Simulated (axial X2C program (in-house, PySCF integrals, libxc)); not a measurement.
# MnS⁻: cheaper levels and CCSD(T), 2c

Computed with an axial X2C code built on PySCF integrals. Two-component (2c) means X2C with spin–orbit coupling and atomic mean-field two-electron Coulomb and Gaunt terms. Basis: Mn dyall-acv3z [10s11p7d4f2g], S dyall-av3z [9s8p3d2f] (cores contracted in-house); Gaussian nuclei, density fitting, unrestricted open shells. Masses: Mn 54.938 u, S 31.972 u.

State: Ω = 3 (⟨Sz⟩ = 3.00, ⟨Lz⟩ = 0.00 at HF); fragments Mn + S-.

| level | Re (Å) | ωe (cm⁻¹) | De (eV) |
| --- | --- | --- | --- |
| PBE0 | 2.166 | 443.7 | 2.93 |
| HF | 2.254 | 433.4 | 1.78 |
| MP2 | 2.211 | 428.6 | 2.78 |
| CCSD | 2.207 | 432.5 | 2.40 |
| B97-3 | 2.202 | 420.8 | 2.52 |

Correlated methods: 14 electrons correlated (number of frozen shells: Mn 3 s, 2 p; S 2 s, 1 p), 292 virtual spin orbitals or spinors in MP2, 90 natural virtuals in coupled cluster.

CCSD(T), same Hamiltonian and basis:

Re = 2.210 Å, ωe = 425.3 cm⁻¹, De = 2.50 eV; T1 = 0.024 (Lee–Taylor normalisation).

(1) Give the differences from CCSD(T) in the columns below.

The state is one determinant whose occupation by symmetry is held fixed; it was picked as the lowest of a PBE0 search that is not exhaustive. De is counted from the lowest determinant-based energies of the atoms at the same level, without counterpoise correction. Density functionals use the spin component along the axis (collinear). CCSD and (T) use frozen natural virtuals with an MP2 correction for the truncation; (T) itself is uncorrected, so its De runs slightly low. The 2c atoms are single determinants rather than J levels; their spin–orbit lowering is only partly caught, and De is too large by that part. This holds for PBE0. Other states lie close and PBE0, whose exact exchange favours high spin, may order them wrongly; the determinant shown need not be the ground state. The nearest other 2c determinant of the search, Ω = 2, lies 0.28 eV up at the distance of the search. The functionals have no current-density term, which raises determinants with orbital currents, atoms included. With several unpaired electrons one determinant need not be a pure state. Open-shell Ω = 0 determinants with evenly filled partner blocks cannot be reached by this program, so the Ω shown need not be the lowest component. The highest occupied level of some functionals is positive through self-interaction error; at Hartree–Fock it is bound. Hartree–Fock gets electron affinities wrong, so its lowest charge split need not be the true one.

Results:

(1) 

| level | ΔRe (Å) | Δωe (cm⁻¹) | ΔDe (eV) |
| --- | --- | --- | --- |
| PBE0 | -0.044 | 18 | 0.43 |
| HF | 0.044 | 8 | -0.72 |
| MP2 | 0.001 | 3 | 0.28 |
| CCSD | -0.003 | 7 | -0.10 |
| B97-3 | -0.008 | -4 | 0.02 |
